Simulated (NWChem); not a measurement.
System: GaH, singlet; SMILES [GaH]

NWChem input:

```
start job
memory heap 200 mb stack 900 mb global 1100 mb
geometry units angstroms noautosym nocenter noautoz
  Ga     0.000000     0.000000    -0.051659
  H      0.000000     0.000000    -1.734072
end
basis spherical
  * library def2-svp
end
dft
  xc xwpbe 0.80 cpbe96 1.0 hfexch 1.00
  cam 0.2 cam_alpha 0.2 cam_beta 0.8
  iterations 150
end
tddft
  nroots 6
end
task tddft energy
```

Parts of the log:

```
             Northwest Computational Chemistry Package (NWChem) 7.3.0
             --------------------------------------------------------

                             Geometry "geometry" -> ""
                             -------------------------

 Output coordinates in angstroms (scale by  1.889725989 to convert to a.u.)

  No.       Tag          Charge          X              Y              Z
 ---- ---------------- ---------- -------------- -------------- --------------
    1 Ga                  31.0000     0.00000000     0.00000000    -0.05165900
    2 H                    1.0000     0.00000000     0.00000000    -1.73407200

 Effective nuclear repulsion energy (a.u.)       9.7505753456

  pbe96 is a nonlocal functional; adding pw91lda local functional.

                                 NWChem DFT Module
                                 -----------------

 Summary of "ao basis" -> "ao basis" (spherical)
 ------------------------------------------------------------------------------
       Tag                 Description            Shells   Functions and Types
 ---------------- ------------------------------  ------  ---------------------
 Ga                         def2-svp                12       32   5s4p3d
 H                          def2-svp                 3        5   2s1p

            General Information
            -------------------
          SCF calculation type: DFT
          Wavefunction type:  closed shell.
          No. of atoms     :     2
          No. of electrons :    32
           Alpha electrons :    16
            Beta electrons :    16
          Charge           :     0
          Spin multiplicity:     1
          Use of symmetry is: off; symmetry adaption is: off
          Maximum number of iterations: 150
          AO basis - number of functions:    37
                     number of shells:    15
          Convergence on energy requested:  1.00D-06
          Convergence on density requested:  1.00D-05
          Convergence on gradient requested:  5.00D-04

              XC Information
              --------------
                     Hartree-Fock (Exact) Exchange  1.000
                     LC-wPBE(h)Exchange Functional  0.800
            Perdew 1991 LDA Correlation Functional  1.000 local
           PerdewBurkeErnz. Correlation Functional  1.000 non-local

           Range-Separation Parameters
           ---------------------------
           Alpha           :  0.20
           Beta            :  0.80
           Gamma           :  0.20
           Short-Range HF  :     F

             Grid Information
             ----------------
          Grid used for XC integration:  medium
          Radial quadrature: Mura-Knowles
          Angular quadrature: Lebedev.
          Tag              B.-S. Rad. Rad. Pts. Rad. Cut. Ang. Pts.
          ---              ---------- --------- --------- ---------
          Ga                  1.30      112           7.0       590
          H                   0.35       45           8.0       434
          Grid pruning is: on
          Number of quadrature shells:   157
          Spatial weights used:  Erf1

      Superposition of Atomic Density Guess
      -------------------------------------

 Sum of atomic energies:       -1923.47514007

      Non-variational initial energy
      ------------------------------

 Total energy =   -1923.388639
 1-e energy   =   -2704.352346
 2-e energy   =     771.213132
 HOMO         =      -0.194111
 LUMO         =      -0.003694

   convergence    iter        energy       DeltaE   RMS-Dens  Diis-err
 ---------------- ----- ----------------- --------- --------- ---------
 d= 0,ls=0.0,diis     1  -1924.8952103707 -1.93D+03  1.35D-02  9.11D-02
 d= 0,ls=0.0,diis     2  -1924.9102436965 -1.50D-02  2.48D-03  3.92D-02
 d= 0,ls=0.0,diis     3  -1924.9120763111 -1.83D-03  7.56D-04  3.09D-03
 d= 0,ls=0.0,diis     4  -1924.9123082754 -2.32D-04  3.63D-04  1.21D-04
 d= 0,ls=0.0,diis     5  -1924.9123185244 -1.02D-05  4.80D-05  2.92D-07
 d= 0,ls=0.0,diis     6  -1924.9123186207 -9.63D-08  1.73D-05  1.48D-08
 d= 0,ls=0.0,diis     7  -1924.9123186281 -7.47D-09  2.56D-06  2.66D-10

         Total DFT energy =    -1924.912318628149
      One electron energy =    -2703.455014737981
           Coulomb energy =      843.912149460923
    Exchange-Corr. energy =      -75.120028696734
 Nuclear repulsion energy =        9.750575345644

 Numeric. integr. density =       31.999996758408

[...]

                                NWChem TDDFT Module
                                -------------------

            General Information
            -------------------
           No. of orbitals :      74
            Alpha orbitals :      37
             Beta orbitals :      37
        Alpha frozen cores :       0
         Beta frozen cores :       0
     Alpha frozen virtuals :       0
      Beta frozen virtuals :       0
         Spin multiplicity :       1
    Number of AO functions :      37
        Use of symmetry is : off
      Symmetry adaption is : off
         Schwarz screening :  0.10D-07

              XC Information
              --------------
              Hartree-Fock (Exact) Exchange   1.00
              LC-wPBE(h)Exchange Functional   0.80
     Perdew 1991 LDA Correlation Functional   1.00 local
    PerdewBurkeErnz. Correlation Functional   1.00 non-local
           Alpha           :  0.20
           Beta            :  0.80
           Gamma           :  0.20

             TDDFT Information
             -----------------
          Calculation type : TDDFT
         Wavefunction type : Restricted singlets & triplets
          No. of electrons :      32
           Alpha electrons :      16
            Beta electrons :      16
              No. of roots :       6
          Max subspacesize :    5200
            Max iterations :     100
               Target root :       1
           Target symmetry : none
      Symmetry restriction : off
                 Algorithm : Optimal
        Davidson threshold :  0.10D-03

    6 smallest eigenvalue differences (eV)
--------------------------------------------------------
  No. Spin  Occ  Vir  Irrep   E(Occ)    E(Vir)   E(Diff)
--------------------------------------------------------
    1    1   16   17 a        -0.283    -0.002     7.624
    2    1   16   18 a        -0.283    -0.002     7.624
    3    1   16   19 a        -0.283     0.140    11.500
    4    1   16   20 a        -0.283     0.174    12.420
    5    1   15   17 a        -0.471    -0.002    12.761
    6    1   15   18 a        -0.471    -0.002    12.761
--------------------------------------------------------

  Entering Davidson iterations
  Restricted singlet excited states

  Iter   NTrls   NConv    DeltaV     DeltaE      Time
  ----  ------  ------  ---------  ---------  ---------
    1      6       0     0.14E+00   0.10+100        0.7
    2     18       0     0.26E-01   0.12E-01        1.1
    3     30       0     0.56E-02   0.34E-03        1.1
    4     42       2     0.89E-03   0.66E-05        1.0
    5     50       3     0.16E-03   0.81E-07        0.8
    6     53       6     0.46E-04   0.65E-09        0.6
  ----  ------  ------  ---------  ---------  ---------
  Convergence criterion met

  Ground state a       -1924.912318628149 a.u.

  ----------------------------------------------------------------------------
  Root   1 singlet a              0.107638013 a.u.                2.9290 eV
  ----------------------------------------------------------------------------
     Transition Moments    X -0.43244   Y -0.51760   Z -0.00000
     Dipole Oscillator Strength                    0.0326444539
     Electric Quadrupole                           0.0000000313
     Magnetic Dipole                               0.0000016264
     Total Oscillator Strength                     0.0326461116

     Occ.   15  a   ---  Virt.   18  a   -0.08368 X
     Occ.   16  a   ---  Virt.   18  a    0.99775 X
     Occ.   16  a   ---  Virt.   18  a   -0.07797 Y
  ----------------------------------------------------------------------------
  Root   2 singlet a              0.107638014 a.u.                2.9290 eV
  ----------------------------------------------------------------------------
     Transition Moments    X -0.51760   Y  0.43244   Z  0.00000
     Dipole Oscillator Strength                    0.0326444534
     Electric Quadrupole                           0.0000000313
     Magnetic Dipole                               0.0000016264
     Total Oscillator Strength                     0.0326461111

     Occ.   15  a   ---  Virt.   17  a   -0.08368 X
     Occ.   16  a   ---  Virt.   17  a    0.99775 X
     Occ.   16  a   ---  Virt.   17  a   -0.07797 Y
  ----------------------------------------------------------------------------
  Root   3 singlet a              0.285300188 a.u.                7.7634 eV
  ----------------------------------------------------------------------------
     Transition Moments    X -0.00000   Y  0.00000   Z  1.37266
     Dipole Oscillator Strength                    0.3583718299
     Electric Quadrupole                           0.0000002327
     Magnetic Dipole                               0.0000000000
     Total Oscillator Strength                     0.3583720626

     Occ.   16  a   ---  Virt.   19  a   -0.27685 X
     Occ.   16  a   ---  Virt.   20  a   -0.95815 X
  ----------------------------------------------------------------------------
  Root   4 singlet a              0.298902676 a.u.                8.1336 eV
  ----------------------------------------------------------------------------
     Transition Moments    X -0.00000   Y  0.00000   Z  1.96913
     Dipole Oscillator Strength                    0.7726610407
     Electric Quadrupole                           0.0000000063
     Magnetic Dipole                               0.0000000000
     Total Oscillator Strength                     0.7726610470

[...]
```

Level: LRC-wPBEh/def2-SVP, full TDDFT. Low-valent species are run as closed-shell singlets; no triplet was tried in these runs. The geometry was optimised at PBE0-D3(BJ)/def2-TZVP.
